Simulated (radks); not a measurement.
The numbers below are computed, except where a source is named.
The lead ion Pb2+ inside a hard spherical wall (all orbitals vanish at R), configuration held at [Hg] and not refilled when levels cross. Code: a radial shooting solver on a logarithmic mesh with Libxc functionals. Model: scalar-relativistic Kohn-Sham, LDA (Slater exchange, Perdew-Wang correlation), spin-polarised, spherical densities, finite nucleus; Fermi nuclear charge, rms radius 5.5012 fm. Eigenvalues in eV for spin up, with the zero of energy where the potential of the charges vanishes at infinity; a dash marks a level that is unbound or too diffuse for the functional's potential to be trusted. A positive occupied level is held by the wall or, in an anion where self-interaction has pushed it up, behind a barrier. The pressure on the wall is -dE/dV.

R (bohr),E (hartree),kinetic (hartree),e(4f),e(5p),e(5d),e(6s),"e(6p, empty)","e(7s, empty)",pressure (GPa)
free,-20864.1118,23558.276,-150.21,-102.88,-38.081,-27.860,-17.492,-8.979,0
12,-20864.1118,23558.276,-150.21,-102.88,-38.081,-27.860,-17.492,-8.970,< 0.0001
10,-20864.1118,23558.276,-150.21,-102.88,-38.081,-27.860,-17.492,-8.903,< 0.0001
7,-20864.1117,23558.277,-150.20,-102.87,-38.077,-27.856,-17.459,-7.566,0.0114
5,-20864.1013,23558.391,-149.94,-102.62,-37.845,-27.562,-16.598,0.244,2.19
3,-20863.2530,23563.545,-142.25,-95.922,-31.403,-16.197,1.937,67.243,510
2,-20853.8201,23606.355,-104.93,-66.088,2.777,57.606,97.544,294.45,16600
1.5,-20818.2124,23741.701,-34.163,0.972,86.212,250.74,319.62,732.92,155000
